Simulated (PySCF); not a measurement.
**Working out the ionisation energy of Mo+**

Mo+ [Kr] 4d5 (6S) → Mo(2+) [Kr] 4d4 (5D). Calculation: PySCF 2.14, in x2c-TZVPall (8s6p6d1f, 63 functions); the spin-free X2C one-electron Hamiltonian (Gaussian nucleus). Frozen: [Kr]. Energies in hartree (1 hartree = 27.21139 eV):

```csv
part,Mo+ (lower),Mo(2+) (upper)
UHF,-4045.963138,-4045.407694
MP2 opposite-spin,0.000000,0.000000
MP2 same-spin,-0.046878,-0.027214
```

Q: What does Hartree-Fock give?

A: (-4045.407694) − (-4045.963138) = 0.555444 hartree = 15.114 eV.

Q: What do MP2 and SCS-MP2 (6/5 opposite-spin, 1/3 same-spin) give?

A: The opposite-spin parts differ by 0.000 eV and the same-spin parts by 0.535 eV. MP2: 15.114 + (0.000) + (0.535) = 15.649 eV. SCS-MP2: 15.114 + 1.2 × (0.000) + (0.535)/3 = 15.292 eV.

Reference: 16.16 ± 0.12 eV (semi-empirical (NIST evaluation); NIST Atomic Spectra Database, ionization energies), between the lowest levels; spin-orbit coupling is absent from the calculation.

What remains against the reference includes basis incompleteness, the frozen core and correlation beyond second order.
